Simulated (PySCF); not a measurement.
## LiAs⁺: energy against distance

Set-up: PySCF, no relativity, basis sets Li 6-31G(d,p), As 6-31G(d,p). Energies in eV from Li⁺ + As in their ground configurations at the same level. State: ⁴Σ⁻ (quartet), unpaired electrons σ ↑, π ↑↑.

All columns are PBE0. A positive dipole points towards As; it is taken about the centre of mass and depends on that origin.

```csv
R (Å),E (eV),μ (D),Mulliken charge on Li (basis-dependent),HOMO (eV),LUMO (eV),Mayer bond order,⟨S²⟩
2.395,-0.288,-7.89,0.64,-12.76,-9.05,0.60,3.75
2.506,-0.368,-8.41,0.67,-12.59,-8.92,0.54,3.75
2.618,-0.411,-8.93,0.71,-12.43,-8.79,0.49,3.75
2.701,-0.426,-9.33,0.73,-12.31,-8.68,0.46,3.75
2.785,-0.430,-9.74,0.75,-12.20,-8.58,0.42,3.75
2.869,-0.425,-10.15,0.77,-12.09,-8.47,0.39,3.75
2.980,-0.410,-10.70,0.80,-11.94,-8.32,0.35,3.75
3.119,-0.380,-11.40,0.82,-11.77,-8.14,0.31,3.75
3.286,-0.338,-12.26,0.85,-11.58,-7.92,0.26,3.75
3.509,-0.278,-13.43,0.89,-11.33,-7.63,0.21,3.75
```

A fit through these points gives, at Re = 2.777 Å, μ = -9.70 D and dμ/dR = -4.87 D/Å; the reduced mass is 6.415 u.

Problem. How strong is the fundamental in the double-harmonic approximation, I = 42.26·(dμ/dR)²/μred km/mol?

Solution. I = 42.26·(-4.87)²/6.415 = 156 km/mol at PBE0.

Spin–orbit coupling is left out. For an ion De counts to the pair picked by the measured ionisation energies or electron affinities, which need not be the lowest pair at this level. The state was picked by a PBE0 search and need not be the measured ground state.
